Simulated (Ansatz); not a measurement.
```yaml
atoms:
  - { symbol: Fe, position_ang: [0.0000, 0.0000, 0.0000] }
  - { symbol: O, position_ang: [0.0000, 0.0000, 3.6800] }
  - { symbol: O, position_ang: [0.0000, 0.0000, -3.6800] }
```

Basis set: pcseg-2 (spherical functions). Charge 0, multiplicity 3.

Computed with Ansatz (development build ahead of 0.2.0); each method stands on the lowest determinant of its kind that the runs found.

The atomization energy at this shape (free ground-state atoms in the same class of orbitals less the molecule, no zero-point energy) of triplet FeO2:

```json
{"method": "ωB97X (unrestricted)", "atomization energy": "-13.38 kcal/mol"}
```

(1) What does PBE0 (unrestricted) give?

## Answers

(1) -5.83 kcal/mol. Caution: charge can spread falsely over distant fragments; other spin multiplicities may lie lower; the shape is not the minimum; the unrestricted determinant is a mixture of spin states.
